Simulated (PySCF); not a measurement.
PySCF input file for ClFH₃NOSi, SMILES N[Si@@](O)(F)Cl, PBE-D3(BJ)/def2-SVP. The structure is a stationary point at PBE-D3(BJ)/def2-SVP. The structure was generated by enumeration; whether it is a known compound was not checked. Other conformers were not sampled.

```python
import numpy as np
from pyscf import gto, scf, dft, df
from pyscf.hessian import thermo

mol = gto.M(
    atom='''
    N     0.39953405    1.13608209    1.44746503
    Si    0.17054078   -0.09325350    0.27088384
    O     1.61787027   -0.69295936   -0.26644035
    F    -0.73310419   -1.22831910    1.01192576
    Cl   -0.83989691    0.43931042   -1.44776154
    H     0.87888664    1.99773784    1.17465541
    H    -0.37886159    1.34288923    2.07914267
    H     2.24888847   -0.85738328    0.45770991
    ''',
    basis='def2-SVP',
    charge=0,
    spin=0,
    max_memory=1600,
    verbose=3,
)
mf = dft.RKS(mol, xc='pbe').density_fit(auxbasis='def2-universal-jkfit')
mf.disp = 'd3bj'
mf.grids.level = 3
mf.conv_tol = 1e-11
mf.max_cycle = 100
mf.kernel()

# [left out here: the lines that compute and print the analytic Hessian (its translational invariance restored by hand, since the grid's response is missing), thermochemistry and intensities]
```

Log of the run:

```
converged SCF energy = -980.52318611829

WARN: DFTD3 does not support analytical Hessian, using finite difference


WARN: Mole.unit (angstrom) is changed to Bohr

Mode                                 0                   1                   2
Irrep
Freq [cm^-1]                      162.9947            190.2244            214.4470
Reduced mass [au]                   2.0644              2.1703              2.1900
Force const [Dyne/A]                0.0323              0.0463              0.0593
Char temp [K]                     234.5131            273.6905            308.5415
Normal mode                   x     y     z       x     y     z       x     y     z
       0   N                -0.07  0.03 -0.03    0.06 -0.07  0.09    0.04  0.02 -0.06
       1  Si                -0.00 -0.01 -0.00   -0.00  0.02 -0.00    0.02 -0.02 -0.02
       2   O                -0.04 -0.07 -0.04   -0.01  0.04 -0.05    0.05 -0.05  0.10
       3   F                 0.06 -0.01  0.08   -0.05  0.07  0.01   -0.03 -0.01 -0.07
       4  Cl                 0.03  0.04 -0.01    0.01 -0.05 -0.03   -0.04  0.02  0.03
       5   H                -0.49  0.23 -0.12   -0.13  0.05  0.15   -0.19  0.11 -0.18
       6   H                 0.02 -0.31  0.20    0.17 -0.33  0.32    0.09 -0.10  0.05
       7   H                 0.02  0.04 -0.07    0.11  0.36 -0.08    0.16  0.53  0.14
Mode                                 3                   4                   5
Irrep
Freq [cm^-1]                      269.1275            305.2214            318.0885
Reduced mass [au]                   3.2901              6.0370              6.5762
Force const [Dyne/A]                0.1404              0.3314              0.3920
Char temp [K]                     387.2146            439.1456            457.6585
Normal mode                   x     y     z       x     y     z       x     y     z
       0   N                -0.07 -0.00  0.05    0.04 -0.05  0.05    0.06  0.08  0.03
       1  Si                 0.07  0.04 -0.03   -0.03  0.03 -0.03   -0.02  0.07  0.05
       2   O                 0.04 -0.08  0.01   -0.01 -0.04  0.10   -0.09 -0.04  0.00
       3   F                 0.01  0.08 -0.06    0.10 -0.01  0.05    0.03 -0.07 -0.10
       4  Cl                -0.04 -0.03  0.03   -0.04  0.02 -0.08    0.02 -0.03  0.00
       5   H                -0.15  0.09  0.20    0.11 -0.06  0.14   -0.07  0.12 -0.08
       6   H                -0.15 -0.19  0.01    0.07 -0.06  0.09    0.18  0.03  0.19
       7   H                -0.06 -0.37  0.02   -0.14 -0.04  0.22   -0.06 -0.08 -0.04
Mode                                 6                   7                   8
Irrep
Freq [cm^-1]                      375.4613            446.4547            538.3021
Reduced mass [au]                   1.5068              1.4024              7.2397
Force const [Dyne/A]                0.1252              0.1647              1.2360
Char temp [K]                     540.2052            642.3490            774.4968
Normal mode                   x     y     z       x     y     z       x     y     z
       0   N                -0.06  0.00  0.05    0.08 -0.03  0.10   -0.02  0.07  0.02
       1  Si                 0.01  0.02  0.01    0.01 -0.00  0.01    0.06 -0.03  0.09
       2   O                -0.05 -0.09 -0.03   -0.00  0.01 -0.00    0.05 -0.02 -0.02
       3   F                 0.04  0.01 -0.00   -0.01  0.00  0.00   -0.04 -0.04  0.01
       4  Cl                 0.01 -0.00 -0.00   -0.01  0.00 -0.03   -0.05  0.03 -0.08
       5   H                 0.23 -0.11  0.20   -0.44  0.12 -0.41    0.07  0.03  0.08
       6   H                -0.25  0.21 -0.26   -0.33  0.14 -0.43    0.09  0.04  0.15
       7   H                 0.23  0.53 -0.15    0.01 -0.05 -0.02    0.18 -0.07 -0.15
Mode                                 9                  10                  11
Irrep
Freq [cm^-1]                      772.3398            796.0936            861.4769
Reduced mass [au]                   3.4181              1.4596              1.5922
Force const [Dyne/A]                1.2013              0.5450              0.6962
Char temp [K]                    1111.2249           1145.4015           1239.4734
Normal mode                   x     y     z       x     y     z       x     y     z
       0   N                 0.03  0.09  0.06    0.07  0.02 -0.07   -0.00 -0.03 -0.05
       1  Si                -0.03  0.02 -0.05    0.02  0.00  0.00    0.03 -0.02  0.08
       2   O                 0.09 -0.04 -0.07   -0.06  0.04  0.05   -0.03  0.01 -0.05
       3   F                -0.06 -0.08  0.04   -0.02 -0.04  0.01    0.02  0.04 -0.03
       4  Cl                 0.01 -0.00  0.01    0.00  0.00 -0.00   -0.00  0.00 -0.01
       5   H                 0.01  0.15  0.22   -0.00  0.22  0.48    0.00 -0.01  0.04
       6   H                -0.08 -0.00 -0.03   -0.26 -0.41 -0.33   -0.08 -0.12 -0.12
       7   H                -0.26  0.11  0.30    0.11 -0.06 -0.14   -0.55  0.23  0.47
Mode                                12                  13                  14
Irrep
Freq [cm^-1]                      917.6472            969.5055           1489.5723
Reduced mass [au]                   7.6304              6.7328              1.1218
Force const [Dyne/A]                3.7857              3.7286              1.4665
Char temp [K]                    1320.2901           1394.9026           2143.1630
Normal mode                   x     y     z       x     y     z       x     y     z
       0   N                -0.02 -0.11 -0.08   -0.03  0.01  0.03   -0.01  0.07  0.05
       1  Si                 0.02  0.12  0.04    0.12  0.00 -0.06   -0.00 -0.00 -0.01
       2   O                 0.04 -0.03 -0.01   -0.11  0.04  0.03   -0.00  0.00  0.00
       3   F                -0.05 -0.06  0.04   -0.05 -0.05  0.04    0.00  0.00 -0.00
       4  Cl                -0.00 -0.00 -0.00   -0.00 -0.00  0.00    0.00 -0.00  0.00
       5   H                -0.01 -0.16 -0.22    0.02 -0.06 -0.13    0.38 -0.32 -0.45
       6   H                -0.00 -0.08 -0.07    0.09  0.15  0.12   -0.22 -0.62 -0.02
       7   H                 0.04  0.00 -0.01   -0.17  0.07  0.08    0.01  0.00 -0.00
Mode                                15                  16                  17
Irrep
Freq [cm^-1]                     3491.9014           3587.1419           3749.6176
Reduced mass [au]                   1.0504              1.0953              1.0660
Force const [Dyne/A]                7.5464              8.3040              8.8302
Char temp [K]                    5024.0687           5161.0986           5394.8649
Normal mode                   x     y     z       x     y     z       x     y     z
       0   N                -0.01  0.05  0.02    0.06  0.03 -0.04   -0.00  0.00  0.00
       1  Si                -0.00 -0.00 -0.00    0.00  0.00 -0.00   -0.00  0.00  0.00
       2   O                 0.00 -0.00 -0.00   -0.00  0.00 -0.00    0.04 -0.01  0.04
       3   F                -0.00 -0.00  0.00   -0.00 -0.00  0.00   -0.00 -0.00  0.00
       4  Cl                -0.00 -0.00 -0.00    0.00  0.00  0.00   -0.00  0.00 -0.00
       5   H                -0.33 -0.55  0.18   -0.32 -0.59  0.18   -0.00 -0.00 -0.00
       6   H                 0.54 -0.12 -0.45   -0.49  0.14  0.41   -0.00  0.00  0.00
       7   H                 0.00 -0.00  0.00    0.00 -0.00  0.00   -0.64  0.17 -0.70
temperature 298.1500 [K]
pressure 101325.00 [Pa]
Rotational constants [GHz] 3.79701 2.32959 2.27564
Symmetry number 1
Zero-point energy (ZPE) 0.04432 [Eh]   116370.438 [J/mol]
                           tot       elec      trans        rot        vib
Entropy [J/mol/K]       341.669      0.000    167.984    113.681     60.003
Cv [J/mol/K]             98.267      0.000     12.472     12.472     73.323
Cp [J/mol/K]            106.581      0.000     20.786     12.472     73.323
Internal energy [J/mol]                      3718.434   3718.434 127217.650
Internal energy [Eh]   -980.47190  -980.52319
Enthalpy [J/mol]                             6197.391   3718.434 127217.650
Enthalpy [Eh]          -980.47095
Gibbs free energy [J/mol]                  -43887.067 -30175.699 109327.760
Gibbs free energy [Eh] -980.50975
mode   freq/cm-1   IR/(km/mol)
   1      162.99         5.438
   2      190.22        12.505
   3      214.45        26.217
   4      269.13         6.632
   5      305.22        14.427
   6      318.09        22.442
   7      375.46       100.146
   8      446.45       147.671
   9      538.30       163.602
  10      772.34       102.601
  11      796.09        10.689
  12      861.48       190.809
  13      917.65       155.207
  14      969.51       156.667
  15     1489.57        54.569
  16     3491.90        34.775
  17     3587.14        37.530
  18     3749.62        81.040
max |gradient| / (hartree/bohr): 0.00012065100995344262
APT charges: [-0.7949  2.0438 -0.7953 -0.6181 -0.5164  0.1954  0.1904  0.2952]
```

The calculation finished and met its thresholds.

Cost: roughly 60 core-seconds.
